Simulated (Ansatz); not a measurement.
Computed with Ansatz on PBE0-D4/def2-TZVP structures; ΔE is electronic, products minus reactants. CBS: MP2 limit from def2 TZ/QZ plus the TZ coupled-cluster correction, frozen cores. Double bonds are as drawn, so ΔE can hold a change between cis and trans. Functionals use def2-TZVPP. B3LYP here is the variant with VWN-RPA as its local correlation; programs differ in this. HSE06 is defined as in plane-wave codes. Each species was taken in one conformer, which may not be the lowest.

Reaction (redistribution): `[OH][AlH][CH]=S` + `F/C=C/[SiH3]` → `[OH][AlH]/[CH]=C/F` + `[SiH3]C=S`

```
         level  ΔE (kJ/mol)  difference from CCSD(T)/CBS
        PBE-D4         -5.6                         -2.1
     revPBE-D4         -5.4                         -1.9
       PBE0-D4         -4.7                         -1.2
      HSE06-D4         -4.8                         -1.3
       ωB97X-V         -4.2                         -0.7
       ωB97M-V         -3.8                         -0.3
         B3LYP         -6.5                         -3.0
     CAM-B3LYP         -5.6                         -2.1
MP2/def2-TZVPP         -5.0                         -1.5
 HF/def2-QZVPP         -5.0                         -1.5
   CCSD(T)/CBS         -3.5                            0
```

Largest T1 diagnostic among the species: 0.016.

Leaving LDA and LC-ωPBE aside and taking each functional with its dispersion term where it has one, the values, not all of them listed here, spread over 2.8 kJ/mol, from BLYP-D4 to ωB97M-V.
